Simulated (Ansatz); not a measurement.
```xyz
9

C     0.997   -1.289   -0.125
Se    0.378   -0.541    1.595
Hf   -0.906    1.167    0.258
Cl    0.595    2.376   -1.056
Cl   -2.001    2.536    1.775
Cl   -2.413    0.054   -1.131
H     0.658   -2.321   -0.179
H     0.611   -0.753   -0.997
H     2.082   -1.229   -0.140
```

Total charge 0; spin multiplicity 1. Hf takes the def2 core potential.

(1) List the CAM-B3LYP/def2-TZVPP orbital energies in eV (Ansatz). (Best estimate.)

Answers

(1) Computed: Occupied: -12352.89, -2764.70, -2764.55, -2764.55, -1582.09, -1420.31, -1420.25, -1420.24, -280.23, -259.50, -259.34, -259.34, -214.67, -198.47, -198.44, -198.44, -198.32, -198.32, -198.28, -198.28, -198.28, -198.28, -158.81, -158.62, -158.58, -71.46, -59.60, -59.55, -59.51, -59.37, -59.36, -39.80, -39.73, -39.63, -24.69, -24.39, -24.32, -23.21, -19.54, -14.40, -14.16, -12.74, -12.26, -12.23, -11.93, -11.75, -11.54, -11.53, -11.16, -11.06, -10.83, -9.67, -8.58. Lowest empty: -1.04, -0.74, -0.33, -0.04, 0.03, 0.62, 1.24, 2.72.
